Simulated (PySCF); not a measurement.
# Diatomic cations of Hg with the alkali metals

PBE0 with double-zeta basis sets in PySCF, for the lowest determinant that a PBE0 search found; no spin–orbit coupling. De refers to high-spin ground-configuration atoms (the charge goes to the atom of lower measured ionisation energy or higher electron affinity, which is not always the lowest computed limit). A positive dipole points towards Hg; it is taken about the centre of mass and depends on that origin.

```csv
M,basis,charged atom,state (unpaired electrons),Re (Å),ωe (cm⁻¹),De (eV),μ (D)
Li,cc-pVDZ/cc-pVDZ-PP,Li+,singlet (closed shell),2.703,253,0.55,-9.26
Na,def2-SVP,Na+,singlet (closed shell),3.083,111,0.34,-10.68
K,def2-SVP,K+,singlet (closed shell),3.594,61.8,0.19,-12.52
Rb,def2-SVP,Rb+,singlet (closed shell),3.771,43.9,0.16,-10.94
Cs,def2-SVP,Cs+,singlet (closed shell),4.012,33.0,0.13,-9.96
```

By what factor does the bond length vary along the series?

At PBE0 it runs from 2.703 Å (LiHg⁺) to 4.012 Å (CsHg⁺), a factor of 1.48.

The rows differ in basis set, which adds steps of its own.

Down a group the atoms grow and get heavier, so bonds lengthen and wavenumbers fall; this series shows no clear exception.

Closed-shell solutions of metal pairs were not tested for spin polarisation, which can lower them a little. Weak bonds: CsHg⁺, KHg⁺, NaHg⁺, RbHg⁺. Basis-set superposition, not corrected here, can be much of De in a small basis, most of all at correlated wavefunction levels. Spin–orbit coupling is left out. For an ion De counts to the pair picked by the measured ionisation energies or electron affinities, which need not be the lowest pair at this level.
